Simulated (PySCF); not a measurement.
TiI4, SMILES [I][Ti]([I])([I])[I], multiplicity 1.

Geometry optimised at B3LYP-D3(BJ)/def2-SVP. The multiplicity is an assumed one; no other spin state was optimised. The isomer is the one that the SMILES or the coordinates give; other isomers of the formula were not compared. The def2 effective core potentials stand for the cores of I; spin–orbit coupling is left out.

These are PySCF with TDA-PBE/def2-SVPD values and carry that method's errors.

Vertical excitations; the highest root listed may be one member of a degenerate set. Gas-phase values at a fixed geometry. State labels are in the subgroup Cs.

```tsv
state	symmetry	energy (eV)	λ (nm)	f	main pairs
S1	A"	2.27	545	0.000	HOMO−1→LUMO, HOMO→LUMO+1 (degenerate set)
S2	A'	2.27	545	0.000	HOMO→LUMO, HOMO−2→LUMO, HOMO−1→LUMO+1 (degenerate set)
S3	A"	2.27	545	0.000	HOMO−2→LUMO+1, HOMO→LUMO+1 (degenerate set)
S4	A'	2.45	507	0.015	HOMO−2→LUMO, HOMO→LUMO (degenerate set)
S5	A'	2.45	507	0.015	HOMO−1→LUMO+1, HOMO→LUMO (degenerate set)
S6	A"	2.45	507	0.015	HOMO→LUMO+1, HOMO−2→LUMO+1, HOMO−1→LUMO (degenerate set)
S7	A"	2.82	440	0.000	HOMO−1→LUMO+3 33 %, HOMO→LUMO+2 17 %, HOMO−2→LUMO+4 17 %, HOMO→LUMO+4 16 %
S8	A"	2.87	433	0.000	HOMO−1→LUMO+3, HOMO→LUMO+2, HOMO−2→LUMO+2 (degenerate set)
S9	A"	2.87	433	0.000	HOMO→LUMO+4, HOMO−2→LUMO+2, HOMO→LUMO+2, HOMO−2→LUMO+4 (degenerate set)
S10	A'	2.87	433	0.000	HOMO−1→LUMO+4, HOMO−2→LUMO+3, HOMO→LUMO+3 (degenerate set)
T1	A'	2.15	576	0	HOMO−2→LUMO, HOMO→LUMO (degenerate set)
T2	A"	2.15	576	0	HOMO→LUMO+1, HOMO−2→LUMO+1, HOMO−1→LUMO (degenerate set)
T3	A'	2.15	576	0	HOMO−1→LUMO+1, HOMO−2→LUMO (degenerate set)
T4	A'	2.21	561	0	HOMO→LUMO 47 %, HOMO−2→LUMO 28 %, HOMO−1→LUMO+1 25 %
```
Triplets are in the Tamm–Dancoff approximation.
